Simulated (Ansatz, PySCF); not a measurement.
Gas-phase reaction (SMILES): Cl[Si](Cl)(Cl)N[Si](Cl)(Cl)Cl + N (NH3) + 6 [SiH4] (SiH4) -> 2 N[SiH3] + 6 [SiH3]Cl [chlorosilane]; bond separation energy.

Each molecule is optimised on its own at B3LYP-D3(BJ)/def2-TZVP (Ansatz, a quantum-chemistry and plane-wave program), one conformer each, not searched for the lowest. Correlated levels leave the core frozen unless marked. Spin-orbit coupling is left out. No relativistic terms. CBS(X,Y): correlation extrapolated as X^-3; Hartree-Fock from the larger set. [CCSD(T)-MP2]/basis is that difference in the basis named. Thermal terms are rigid-rotor harmonic-oscillator values from B3LYP-D3(BJ) frequencies (Ansatz or PySCF) at 298.15 K and 1 atm. 1 Eh = 627.5095 kcal/mol.

| species | E, RI-MP2/CBS(aug-cc-pV(T+d)Z,aug-cc-pV(Q+d)Z)+[CCSD(T)-MP2]/aug-cc-pV(T+d)Z (Ansatz) (Eh) | E, wB97X-V/def2-TZVPD (Ansatz) (Eh) | H - E (Eh) |
|---|---|---|---|
| Cl[Si](Cl)(Cl)N[Si](Cl)(Cl)Cl | -3392.51232 | -3395.56073 | 0.04177 |
| N (NH3) | -56.50756 | -56.56167 | 0.03799 |
| N[SiH3] | -346.80157 | -347.23627 | 0.05540 |
| [SiH3]Cl | -750.69218 | -751.44342 | 0.03058 |
| [SiH4] (SiH4) | -291.46108 | -291.83995 | 0.03520 |

Work out ΔE and ΔH at 298.15 K at the first level, then ΔH at the second.


1. ΔE = [2×(-346.80157) + 6×(-750.69218)] - [(-3392.51232) + (-56.50756) + 6×(-291.46108)] = 0.03014 Eh = 18.9 kcal/mol at RI-MP2/CBS(aug-cc-pV(T+d)Z,aug-cc-pV(Q+d)Z)+[CCSD(T)-MP2]/aug-cc-pV(T+d)Z.
2. The terms H - E add up to 0.00332 Eh, so ΔH = (0.03014 + (0.00332))×627.5095 = 21.0 kcal/mol.
3. At wB97X-V/def2-TZVPD the same steps give ΔE = 18.2 and ΔH = 20.3 kcal/mol, a shift of -0.7 from the first level.
4. These values are not checked against measurement here, since the tables used lack a sound gas-phase enthalpy of formation for at least one species.
